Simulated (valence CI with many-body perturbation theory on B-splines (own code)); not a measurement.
## E1 transitions of Yb⁵⁶⁺

Computed by valence CI with perturbative core correlation (CI+MBPT): four valence electrons over a frozen Dirac-Fock core [Ne], a basis of 11 s, 11 p, 10 d, 8 f, 5 g, 2 h functions for each j, with the one-electron correlation potential Σ1, the two-electron term Σ2, the three-electron term Σ3, Breit, model QED; selected CI, second order for the rest, scaled by the run's own slope (own B-spline code, finite nucleus).

No measured spectrum was set against this ion. As an estimate, large intervals hold to a few tenths of a per cent, small ones and those within an open d or f shell to about a per cent. Among the levels kept, up to 550 cm⁻¹ of a level comes from second order outside the variational space, and about a tenth of that is noise between levels of different J, which matters for small intervals.

Lines 51 to 100 of 536 in falling wavelength, among levels below 104.98 Ry, chosen from the strongest by gf and those to the six lowest levels. Wavelengths and rates use the calculated energies. Electric multipoles are in the length gauge, E1 and E2 with the static RPA response of the core. Weak lines are less certain than strong ones. Lines between different terms over intervals too small for the method are left out, as are lines whose strength nearly cancels. The highest levels of a list are the least certain.

Levels are named by their leading jj configuration (3d3/2^4 stands for four electrons in 3d with j = 3/2), which in mixed levels can hold well under half, so a name can repeat and another be missing. Letters in brackets count levels of one name in rising energy.

| λ vac (Å) | Upper | Lower | A (s⁻¹) | S (a.u.) |
| --- | --- | --- | --- | --- |
| 71.82 | (3p1/2^2 3p3/2 3d5/2) J=2 | (3s 3p1/2 3p3/2 3d5/2) J=3 [b] | 2.36e+10 | 2.16e-02 |
| 71.70 | (3p1/2^2 3p3/2 3d5/2) J=1 | (3s 3p1/2 3p3/2 3d5/2) J=1 [c] | 3.46e+10 | 1.89e-02 |
| 71.54 | (3p1/2^2 3d3/2^2) J=2 | (3s 3p1/2 3d3/2^2) J=3 | 5.02e+10 | 4.53e-02 |
| 71.39 | (3s 3p1/2 3p3/2^2) J=2 [b] | (3s^2 3p3/2^2) J=2 | 2.12e+10 | 1.91e-02 |
| 70.95 | (3p1/2 3p3/2^3) J=1 | (3s 3p3/2^3) J=2 | 4.00e+10 | 2.12e-02 |
| 70.32 | (3s 3p1/2 3d3/2 3d5/2) J=3 [b] | (3s 3p1/2 3p3/2 3d5/2) J=4 [c] | 1.65e+10 | 1.98e-02 |
| 69.99 | (3s 3p1/2 3d3/2 3d5/2) J=3 [a] | (3s 3p1/2 3p3/2 3d5/2) J=4 [b] | 1.67e+10 | 1.98e-02 |
| 69.54 | (3p1/2 3p3/2^2 3d5/2) J=3 | (3s 3p3/2^2 3d5/2) J=4 [a] | 4.19e+10 | 4.87e-02 |
| 69.45 | (3s 3p1/2 3p3/2 3d5/2) J=3 [c] | (3s^2 3p3/2 3d5/2) J=4 | 2.70e+10 | 3.12e-02 |
| 69.19 | (3p1/2^2 3d3/2 3d5/2) J=4 | (3s 3p1/2 3d3/2 3d5/2) J=4 [b] | 2.10e+10 | 3.09e-02 |
| 68.74 | (3s 3p1/2^2 3p3/2) J=1 | (3s^2 3p1/2 3p3/2) J=1 | 1.20e+10 | 5.79e-03 |
| 68.55 | (3s 3p1/2 3p3/2 3d3/2) J=2 [e] | (3s^2 3p3/2 3d3/2) J=3 | 2.89e+10 | 2.30e-02 |
| 68.47 | (3s 3p1/2 3p3/2 3d5/2) J=4 [c] | (3s^2 3p3/2 3d5/2) J=4 | 1.69e+10 | 2.41e-02 |
| 68.41 | (3p1/2 3p3/2^2 3d5/2) J=4 [a] | (3s 3p3/2^2 3d5/2) J=5 | 4.04e+10 | 5.74e-02 |
| 68.23 | (3p1/2^2 3d3/2 3d5/2) J=4 | (3s 3p1/2 3d3/2 3d5/2) J=5 | 6.76e+10 | 9.54e-02 |
| 68.01 | (3p1/2^2 3p3/2 3d5/2) J=2 | (3s 3p1/2 3p3/2 3d5/2) J=3 [a] | 2.41e+10 | 1.87e-02 |
| 67.85 | (3s 3p1/2^2 3d3/2) J=1 | (3s 3p1/2^2 3p3/2) J=1 | 1.33e+10 | 6.14e-03 |
| 67.56 | (3p1/2 3p3/2^2 3d3/2) J=2 [b] | (3s 3p3/2^2 3d3/2) J=3 [a] | 2.59e+10 | 1.97e-02 |
| 67.55 | (3p1/2 3p3/2^2 3d5/2) J=4 [b] | (3s 3p3/2^2 3d5/2) J=4 [a] | 3.00e+10 | 4.10e-02 |
| 67.15 | (3p1/2^2 3d3/2 3d5/2) J=3 | (3s 3p1/2 3d3/2 3d5/2) J=4 [a] | 5.90e+10 | 6.17e-02 |
| 67.10 | (3p1/2^2 3p3/2 3d5/2) J=4 | (3s 3p1/2 3p3/2 3d5/2) J=5 | 6.20e+10 | 8.32e-02 |
| 67.07 | (3p1/2 3p3/2^2 3d3/2) J=3 [b] | (3s 3p3/2^2 3d3/2) J=4 | 5.28e+10 | 5.51e-02 |
| 66.53 | (3p1/2 3p3/2^2 3d5/2) J=5 | (3s 3p3/2^2 3d5/2) J=5 | 3.14e+10 | 5.02e-02 |
| 66.49 | (3p1/2^2 3p3/2 3d3/2) J=3 | (3s 3p1/2 3p3/2 3d3/2) J=4 | 7.42e+10 | 7.53e-02 |
| 66.48 | (3p1/2^2 3p3/2 3d3/2) J=2 | (3s 3p1/2 3p3/2 3d3/2) J=3 [a] | 4.39e+10 | 3.18e-02 |
| 65.94 | (3p1/2^2 3d3/2^2) J=2 | (3s 3p1/2 3d3/2^2) J=2 [a] | 3.65e+10 | 2.58e-02 |
| 65.45 | (3s 3p1/2^2 3d3/2) J=2 | (3s 3p1/2^2 3p3/2) J=1 | 5.08e+09 | 3.52e-03 |
| 65.44 | (3s 3p1/2 3p3/2 3d3/2) J=2 [b] | (3s 3p1/2 3p3/2^2) J=3 | 5.16e+10 | 3.57e-02 |
| 65.26 | (3s 3p1/2 3d3/2 3d5/2) J=3 [b] | (3s 3p1/2 3p3/2 3d5/2) J=4 [b] | 2.37e+10 | 2.28e-02 |
| 64.74 | (3p1/2 3p3/2^2 3d3/2) J=2 [c] | (3s 3p3/2^2 3d3/2) J=3 [a] | 2.17e+10 | 1.46e-02 |
| 63.52 | (3p1/2^2 3d3/2 3d5/2) J=2 | (3s 3p1/2 3d3/2 3d5/2) J=3 [b] | 4.29e+10 | 2.71e-02 |
| 63.10 | (3s^2 3p1/2 3d3/2) J=2 | (3s^2 3p1/2 3p3/2) J=2 | 8.00e+09 | 4.96e-03 |
| 62.73 | (3p1/2^2 3d3/2^2) J=2 | (3p1/2^2 3p3/2 3d3/2) J=3 | 2.86e+10 | 1.74e-02 |
| 61.97 | (3p1/2^2 3p3/2 3d3/2) J=1 | (3s 3p1/2 3p3/2 3d3/2) J=2 [b] | 6.91e+10 | 2.44e-02 |
| 60.40 | (3s^2 3p1/2 3d3/2) J=2 | (3s^2 3p1/2 3p3/2) J=1 | 3.05e+08 | 1.66e-04 |
| 60.21 | (3p1/2^2 3p3/2 3d5/2) J=4 | (3s 3p1/2 3p3/2 3d5/2) J=4 [a] | 3.17e+10 | 3.07e-02 |
| 59.31 | (3s 3p1/2^2 3d3/2) J=1 | (3s 3p1/2^2 3p3/2) J=2 | 4.79e+09 | 1.48e-03 |
| 58.81 | (3s 3p1/2 3d3/2 3d5/2) J=4 [b] | (3s 3p1/2 3p3/2 3d5/2) J=4 [b] | 1.99e+10 | 1.80e-02 |
| 57.47 | (3s 3p1/2^2 3d3/2) J=2 | (3s 3p1/2^2 3p3/2) J=2 | 1.25e+10 | 5.86e-03 |
| 54.85 | (3p1/2^2 3d3/2 3d5/2) J=4 | (3p1/2^2 3p3/2 3d5/2) J=4 | 3.14e+10 | 2.30e-02 |
| 54.12 | (3s 3p1/2 3d3/2 3d5/2) J=5 | (3s 3p1/2 3p3/2 3d5/2) J=5 | 2.05e+10 | 1.77e-02 |
| 53.08 | (3s 3p1/2^2 3d5/2) J=3 | (3s^2 3p1/2 3d3/2) J=2 | 2.43e+08 | 1.26e-04 |
| 52.44 | (3s^2 3p1/2 3d3/2) J=1 | (3s^2 3p1/2 3p3/2) J=2 | 4.19e+09 | 8.95e-04 |
| 50.56 | (3s^2 3p1/2 3d3/2) J=1 | (3s^2 3p1/2 3p3/2) J=1 | 2.47e+09 | 4.72e-04 |
| 50.28 | (3s 3p1/2^2 3d5/2) J=2 | (3s^2 3p1/2 3d3/2) J=2 | 8.70e+08 | 2.73e-04 |
| 49.09 | (3s 3p1/2 3d5/2^2) J=4 [a] | (3s 3p1/2 3p3/2 3d5/2) J=3 [c] | 3.41e+10 | 1.79e-02 |
| 48.31 | (3s 3p1/2 3d5/2^2) J=3 [b] | (3s 3p1/2 3p3/2 3d5/2) J=2 [d] | 1.59e+11 | 6.19e-02 |
| 48.20 | (3s 3p1/2 3d5/2^2) J=3 [a] | (3s 3p1/2 3p3/2 3d5/2) J=2 [c] | 4.53e+10 | 1.75e-02 |
| 47.66 | (3s 3p1/2 3p3/2 3d5/2) J=2 [b] | (3s 3p1/2 3p3/2^2) J=2 [b] | 4.14e+10 | 1.11e-02 |
| 47.55 | (3s 3p1/2 3d5/2^2) J=4 [b] | (3s 3p1/2 3p3/2 3d5/2) J=3 [d] | 1.93e+11 | 9.22e-02 |
